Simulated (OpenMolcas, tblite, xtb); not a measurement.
# BH2SeF (SMILES FB[SeH]): methods side by side

The species is BH2SeF (5 atoms), meant as a singlet with charge 0. As SMILES, `FB[SeH]`. The shape is that of a PBE0-D4/def2-TZVP optimisation. This is one conformer, not always the lowest.

| atom | x (Å) | y (Å) | z (Å) |
| --- | --- | --- | --- |
| F | -0.2859 | -1.6272 | 0.8243 |
| B | -0.2775 | -0.5322 | 0.0870 |
| Se | 1.1022 | 0.7800 | 0.4262 |
| H | -1.1069 | -0.3793 | -0.7575 |
| H | 0.6180 | 1.6850 | -0.6214 |

Each level gives the dipole moment (D). The values are calculated.

```tsv
level	kind	program	value (D)	CPU time
GFN2-xTB	semi-empirical	tblite	1.77	under 2 s
GFN0-xTB	semi-empirical	xtb	2.27	under 2 s
GFN1-xTB	semi-empirical	xtb	1.59	under 2 s
HF/STO-3G	Hartree–Fock	OpenMolcas	1.45	2.1 s
HF/3-21G	Hartree–Fock	OpenMolcas	1.69	2.5 s
HF/pcseg-1	Hartree–Fock	OpenMolcas	1.67	5.1 s
HF/def2-SVP	Hartree–Fock	OpenMolcas	1.57	5.2 s
PBE0/STO-3G	global hybrid	OpenMolcas	1.03	6.4 s
B3LYP/6-31G* (spherical functions)	global hybrid	OpenMolcas	1.18	15 s
B3LYP/6-31G* (Cartesian functions)	global hybrid	OpenMolcas	1.19	17 s
```

All-electron rows without a relativistic Hamiltonian named are non-relativistic. The values span 1.03 to 2.27 D. Sets without polarisation functions give poor dipoles. CPU times are rough (shared hosts, several kinds of processor): they show what a rung costs within a factor of a few.
